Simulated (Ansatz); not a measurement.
Total energies of Zn2Te (the lowest singlet isomer of a short search) from Ansatz at PBE0-D4/def2-TZVP, gas phase (1 Eh = 27.2114 eV = 2625.5 kJ/mol). The reference geometry is relaxed at PBE-D4/def2-TZVP.

```xyz
3

Zn   -0.905   -2.370    0.246
Zn    0.904    2.370   -0.250
Te    0.001    0.000    0.004
```

```csv
state,geometry,energy (Eh)
charge 0 singlet,reference,-3826.34707
charge 1 doublet,reference,-3826.06625
charge 0 triplet,relaxed at PBE-D4/def2-TZVP,-3826.35304
charge 0 quintet,relaxed at PBE-D4/def2-TZVP,-3826.24349
free Zn atom (singlet),–,-1779.14424
free Te atom (triplet),–,-267.99464
```

In the def2 sets Te takes a core potential; there is no spin–orbit coupling.

Q: Work out the vertical ionisation energy to the doublet.

A: E(charge 1 doublet) − E(charge 0 singlet) = -3826.06625 − (-3826.34707) = 0.28082 Eh = 7.64 eV. For comparison, −ε of the highest occupied level is 5.97 eV at this level, 1.67 eV less.

Q: Which of the charge 0 states is lowest, and how far above it are the others?

A: The triplet. singlet: -3826.34707 − (-3826.35304) = 0.00597 Eh = 15.7 kJ/mol; quintet: -3826.24349 − (-3826.35304) = 0.10955 Eh = 287.6 kJ/mol.

Q: What is the binding energy per atom against free atoms?

A: Atoms: 2 × (-1779.14424) + 1 × (-267.99464) = -3826.28312 Eh. Binding: -3826.28312 − (-3826.34707) = 0.06395 Eh = 1.74 eV, or 0.58 eV for each of 3 atoms (no zero-point energy, no counterpoise term).

The structure comes from a short search, and lower isomers may exist.
